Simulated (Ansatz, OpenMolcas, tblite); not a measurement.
# CH5AsSi (SMILES C1[SiH2][AsH]1): methods side by side

CH5AsSi has 8 atoms, charge 0, and is taken as a singlet. As SMILES, `C1[SiH2][AsH]1`. Geometry: relaxed at PBE0-D4/def2-TZVP.

```xyz
8

C    -0.7703    0.0179   -0.5760
Si    0.7078    0.6631    0.3157
As   -0.5381   -1.1227    1.1072
H    -0.6672   -0.5240   -1.5093
H    -1.6907    0.5918   -0.5223
H     0.5813    1.9739    0.9905
H     2.0408    0.4223   -0.2771
H     0.4284   -2.0794    0.4156
```

Quantity: the HOMO–LUMO gap, in eV. The values are calculated.

```csv
level,kind,program,value (eV),CPU time
IPEA1-xTB,semi-empirical,tblite,3.98,under 2 s
HF/def2-SVP,Hartree–Fock,Ansatz,12.18,7.2 s
SVWN5/def2-SVP,LDA,OpenMolcas,4.91,33 s
PBE/def2-SVP,GGA,OpenMolcas,4.97,47 s
M06-L/def2-SVP,meta-GGA,OpenMolcas,5.36,59 s
r2SCAN/def2-SVP,meta-GGA,OpenMolcas,5.39,58 s
BHLYP/def2-SVP,global hybrid,OpenMolcas,8.55,40 s
M06-2X/def2-SVP,hybrid meta-GGA,OpenMolcas,8.44,55 s
B2PLYP/def2-SVP,double hybrid,OpenMolcas,8.76,29 s
```

All-electron rows without a relativistic Hamiltonian named are non-relativistic. The values span 3.98 to 12.18 eV. Orbital gaps aren't excitation energies, and those of double hybrids come from the SCF part alone; they tend to grow with the share of exact exchange. Times are those of the runs behind each value, whatever else they computed, on shared processors of several kinds: orders of magnitude only.
